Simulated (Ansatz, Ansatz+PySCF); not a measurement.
```xyz
10

C     0.0000    0.0000    0.0000
C     1.3012    0.0000    0.0000
C    -0.6506    1.1268    0.0000
C    -0.6506   -1.1268    0.0000
H     1.8184   -0.8614    0.0000
H     1.8184    0.8614    0.0000
H    -1.6552    1.1441    0.0000
H    -0.1633    2.0055    0.0000
H    -1.6552   -1.1441    0.0000
H    -0.1633   -2.0055    0.0000
```

Basis set: def2-SVP (spherical functions). Left uncorrelated: 4 orbitals. Correlation on ROHF uses semicanonical orbitals with singles. Charge 0, multiplicity 3.

Computed with Ansatz (development build ahead of 0.2.0); each method stands on the lowest determinant of its kind that the runs found.

The atomization energy at this shape (free ground-state atoms in the same class of orbitals less the molecule, no zero-point energy) of triplet C4H6:

```csv
method,atomization energy
ROHF-MP2,38.65 eV
UHF-MP2,38.40 eV
ROHF,30.67 eV
```

What does UHF give?

30.93 eV. Caution: the shape is not the minimum. Caution for ROHF-MP2, ROHF: an unrestricted determinant lies well below. Caution for UHF-MP2, UHF: the unrestricted determinant is spin contaminated.
